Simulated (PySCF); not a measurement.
## Polarisability and C₆ of Sb⁺ (antimony, charge +1)

[Kr] 4d10 5s2 5p2, high-spin 3P determinant. Computed with PySCF 2.14 in aug-cc-pVQZ-DK3 (9s8p6d3f2g, 102 functions), with the spin-free X2C one-electron Hamiltonian (Gaussian nucleus). Coupled (time-dependent) response in atomic units; α is the mean over directions.

| method | mean α (bohr³) | α xx, yy, zz | C₆ (like pair) | S(−4) |
| --- | --- | --- | --- | --- |
| PW91 | 25.32 | 23.11, 26.42, 26.42 | 205.4 | 173.0 |

S(−4) is the Cauchy moment in α(ω) = α(0) + S(−4) ω² + …

Spin-orbit coupling is absent.

α(iu) at PW91:

```tsv
u (hartree)	α(iu) (bohr³)
0	25.32
0.0500	24.90
0.100	23.72
0.200	20.09
0.300	16.23
0.500	10.47
0.750	6.593
1.00	4.590
1.50	2.704
2.00	1.840
3.00	1.037
5.00	0.4630
```

A single London oscillator, α(iu) = α/(1 + u²/ω²), gives C₆ = (3/4) ω α². Matching the computed C₆ needs ω = 4 × 205.4 / (3 × 25.32²) = 0.427 hartree.

For an ion, C₆ is the dispersion term alone; charge-induced terms of lower order in 1/R come first.

The components differ because the open shell of this determinant is not spherical; for a pure term their mean is the scalar polarisability.
